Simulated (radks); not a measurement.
Question: The hydrogen anion H-, [He], held by a Watson sphere: a shell of charge +1.27 at radius R that stands for the Madelung well of a crystal (potential energy -1.27/R inside, -1.27/r outside, in hartree with lengths in bohr). All-electron calculation, non-relativistic Kohn-Sham, LDA (Slater exchange, Perdew-Wang correlation), spin-polarised, spherical densities, point nucleus. Program: a radial shooting solver on a logarithmic mesh with Libxc functionals. Response by self-consistent Sternheimer equations with the Hartree and adiabatic LDA kernel. The sphere does not respond.

| R (bohr) | e(1s) (eV) | <r> 1s (bohr) | sum of <r^2> (bohr^2) | X-ray form factor at sin(theta)/lambda = 0.1 1/angstrom | alpha (bohr^3) |
|---|---|---|---|---|---|
| 1.42 | -11.992 | 1.515 | 5.978 | 1.619 | 7.151 |
| 1.43 | -11.944 | 1.519 | 6.013 | 1.617 | 7.231 |
| 1.6 | -11.183 | 1.592 | 6.604 | 1.585 | 8.651 |
| 1.75 | -10.584 | 1.652 | 7.124 | 1.558 | 10.02 |
| 2.2 | -9.103 | 1.816 | 8.663 | 1.481 | 14.76 |
| 2.27 | -8.906 | 1.839 | 8.897 | 1.470 | 15.58 |
| 2.68 | -7.891 | 1.964 | 10.24 | 1.410 | 20.84 |

Estimate the row for R = 2.05 bohr.

Answer: e(1s) (eV) -9.552; <r> 1s (bohr) 1.764; sum of <r^2> (bohr^2) 8.155; X-ray form factor at sin(theta)/lambda = 0.1 1/angstrom 1.506; alpha (bohr^3) 13.07.
